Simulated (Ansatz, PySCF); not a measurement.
Complex: H2O (SMILES O) (first 3 atoms) with PH3 (SMILES P); geometry from B3LYP-D3(BJ)/def2-TZVP, rigid monomers moved along the line of their centres of mass till H2···P4 is 2.32 Å.
(charge 0, multiplicity 1):
```xyz
7

O      0.263    -0.078    -0.543
H      0.124     0.000     0.412
H      1.145     0.275    -0.698
P     -0.405     0.127     2.672
H      0.230    -0.590     3.714
H     -0.533     1.322     3.420
H     -1.703    -0.342     2.988
```

Monomers are frozen at their geometry in the pair; levels with a basis set take the counterpoise correction. Rows marked so take none.

Correlated levels freeze the cores. CBS: X⁻³ extrapolation of the correlation energy, Hartree–Fock from the larger set. Rows in 3-21G carry no dispersion term and start afresh at each structure.

Run with Ansatz (Gaussian orbitals); PySCF for 3-21G rows. Values without a source in brackets are computed.

Task: Predict the interaction energy from CCSD(T)/CBS(aug-cc-pV(D+d)Z, aug-cc-pV(T+d)Z).

Result: -76 meV

Task: Give the interaction energy at the level HF/3-21G (no counterpoise).

Result: -17 meV

Task: Estimate the interaction energy that HF/aug-cc-pV(D+d)Z returns for this input.

Result: 41 meV

Ansatz is a quantum-chemistry and plane-wave program.
